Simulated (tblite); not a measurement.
Compound: C₅H₇Cl₂F.
SMILES with atom numbers: `[CH3:1]/[C:2](=[CH:3]/[CH2:4][F:5])[CH:6]([Cl:7])[Cl:8]` (hydrogens: H9, H10, H11 on C1; H12 on C3; H13, H14 on C4; H15 on C6)

Computed with GFN2-xTB (tblite), gas phase: L-BFGS steps from a force-field or distance-geometry start until the largest atomic force falls under 0.01 eV/Å.

Step 45: E = -764.2226 eV
```
atom  x, y, z in Å  |  force x, y, z in eV/Å
C1     -1.4915   -0.7257   -0.9705    0.020  -0.013   0.006
C2     -0.3706   -0.0884   -0.2065    0.024   0.019  -0.003
C3      0.7742   -0.7298    0.0141    0.018   0.010   0.007
C4      2.0324   -0.3208    0.7118   -0.002   0.008  -0.002
F5      2.0353    0.9416    1.2461   -0.003   0.000  -0.001
C6     -0.6613    1.2950    0.2824    0.002  -0.025   0.046
Cl7    -1.9670    1.2209    1.5062   -0.007   0.009   0.022
Cl8    -1.1916    2.3497   -1.0520    0.010   0.002  -0.031
H9     -2.4267   -0.6085   -0.4274   -0.001   0.000   0.001
H10    -1.3042   -1.7817   -1.1331    0.016  -0.027  -0.012
H11    -1.6025   -0.2338   -1.9357   -0.011  -0.006  -0.002
H12     0.8769   -1.7388   -0.3662   -0.048   0.018  -0.019
H13     2.8725   -0.3567    0.0052   -0.004   0.000   0.000
H14     2.2405   -1.0066    1.5436   -0.022  -0.004  -0.005
H15     0.1791    1.7916    0.7600    0.008   0.008  -0.006
```

Step 46: E = -764.2228 eV
```
atom  x, y, z in Å  |  force x, y, z in eV/Å
C1     -1.4905   -0.7258   -0.9707    0.017  -0.013   0.007
C2     -0.3702   -0.0877   -0.2066    0.015   0.016  -0.006
C3      0.7738   -0.7303    0.0145    0.012   0.017   0.006
C4      2.0311   -0.3219    0.7133    0.012   0.002   0.002
F5      2.0356    0.9404    1.2477   -0.013   0.003   0.000
C6     -0.6605    1.2960    0.2811   -0.015  -0.003   0.035
Cl7    -1.9631    1.2245    1.5094    0.007   0.005   0.008
Cl8    -1.1971    2.3495   -1.0543    0.022  -0.017  -0.007
H9     -2.4246   -0.6178   -0.4241   -0.004   0.007   0.005
H10    -1.2985   -1.7796   -1.1408    0.019  -0.035  -0.011
H11    -1.6069   -0.2289   -1.9322   -0.015   0.001  -0.010
H12     0.8750   -1.7394   -0.3665   -0.043   0.023  -0.012
H13     2.8718   -0.3581    0.0079    0.002  -0.004  -0.006
H14     2.2384   -1.0080    1.5451   -0.023  -0.004  -0.004
H15     0.1812    1.7950    0.7542    0.004   0.003  -0.007
```

Step 47: E = -764.2231 eV
```
atom  x, y, z in Å  |  force x, y, z in eV/Å
C1     -1.4893   -0.7263   -0.9707    0.005  -0.014   0.000
C2     -0.3697   -0.0868   -0.2067    0.001   0.010  -0.004
C3      0.7736   -0.7304    0.0150    0.001   0.021   0.001
C4      2.0304   -0.3228    0.7146    0.019  -0.004   0.002
F5      2.0358    0.9395    1.2489   -0.018   0.003   0.001
C6     -0.6600    1.2968    0.2808   -0.023   0.018   0.015
Cl7    -1.9600    1.2279    1.5124    0.018   0.001  -0.004
Cl8    -1.2012    2.3491   -1.0565    0.030  -0.033   0.015
H9     -2.4231   -0.6255   -0.4213    0.008   0.008   0.002
H10    -1.2931   -1.7785   -1.1473    0.018  -0.024  -0.006
H11    -1.6108   -0.2250   -1.9296   -0.015  -0.002  -0.003
H12     0.8725   -1.7393   -0.3674   -0.031   0.025  -0.005
H13     2.8714   -0.3594    0.0099    0.008  -0.006  -0.009
H14     2.2361   -1.0094    1.5464   -0.020  -0.003  -0.002
H15     0.1829    1.7981    0.7496   -0.002  -0.002  -0.005
```

Step 48: E = -764.2233 eV
```
atom  x, y, z in Å  |  force x, y, z in eV/Å
C1     -1.4879   -0.7277   -0.9695    0.015  -0.002   0.011
C2     -0.3700   -0.0854   -0.2045   -0.020   0.000   0.000
C3      0.7738   -0.7288    0.0140   -0.009   0.021  -0.006
C4      2.0308   -0.3232    0.7135    0.017  -0.007   0.001
F5      2.0372    0.9390    1.2480   -0.017   0.003   0.003
C6     -0.6616    1.2972    0.2848   -0.021   0.028  -0.016
Cl7    -1.9636    1.2325    1.5128    0.017  -0.007  -0.003
Cl8    -1.1987    2.3491   -1.0564    0.029  -0.037   0.023
H9     -2.4234   -0.6258   -0.4248   -0.009   0.012   0.022
H10    -1.2913   -1.7800   -1.1429    0.023  -0.037  -0.003
H11    -1.6066   -0.2304   -1.9298   -0.016   0.017  -0.031
H12     0.8694   -1.7360   -0.3730   -0.013   0.020   0.003
H13     2.8714   -0.3606    0.0085    0.014  -0.006  -0.008
H14     2.2346   -1.0108    1.5447   -0.012  -0.001   0.003
H15     0.1813    1.7990    0.7526    0.002  -0.004   0.004
```

**Question.** Estimate the geometry and energy of step 49. (The exact step hangs on the optimiser's Hessian estimate; all steps are aligned on step 48, rigid shifts and turns removed.)

**Answer.** E = -764.2235 eV, largest force 0.048 eV/Å
```
atom  x, y, z in Å  |  force x, y, z in eV/Å
C1     -1.4868   -0.7282   -0.9700   -0.021  -0.007  -0.018
C2     -0.3692   -0.0844   -0.2055   -0.027  -0.005   0.006
C3      0.7738   -0.7286    0.0149   -0.018   0.020  -0.014
C4      2.0306   -0.3239    0.7154    0.004  -0.008  -0.005
F5      2.0360    0.9384    1.2497   -0.012  -0.004   0.002
C6     -0.6611    1.2984    0.2835   -0.008   0.029  -0.029
Cl7    -1.9582    1.2343    1.5162    0.016  -0.007  -0.006
Cl8    -1.2027    2.3472   -1.0584    0.025  -0.032   0.026
H9     -2.4217   -0.6335   -0.4198    0.036   0.000  -0.006
H10    -1.2849   -1.7798   -1.1518    0.007   0.022   0.010
H11    -1.6132   -0.2241   -1.9278   -0.008  -0.014   0.020
H12     0.8660   -1.7362   -0.3721    0.003   0.021   0.007
H13     2.8716   -0.3617    0.0108    0.013  -0.006  -0.002
H14     2.2318   -1.0121    1.5467   -0.005   0.003   0.003
H15     0.1837    1.8023    0.7463   -0.006  -0.011   0.006
```

The energy changes by -0.0002 eV. The first-order estimate −F·Δx gives -0.0004 eV and the mean of the old and new forces, exact on a quadratic surface, -0.0002 eV. The step makes an angle of 80° with the force vector and moves no atom by more than 0.011 Å.

What follows is the cost of the whole relaxation. The run took 0.86 s of wall time on one thread of an Intel Xeon, no GPU, on a shared host.
